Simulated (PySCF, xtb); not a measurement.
BeFCl, SMILES [F][Be][Cl].

Harmonic wavenumbers (cm⁻¹) from xtb 6.7.1 with GFN2-xTB at its own minimum, in rising order: 225, 225, 494, 1316.

Q: What does PBE-D3(BJ)/def2-TZVP (PySCF 2.14.0) give at its own minimum? (The exact figures need the calculation; the answer reports its results.)

A: 285, 285, 506, 1368. Paired by order, the mean absolute difference is 46 cm⁻¹ and the zero-point energies are 3.2 and 3.5 kcal/mol.
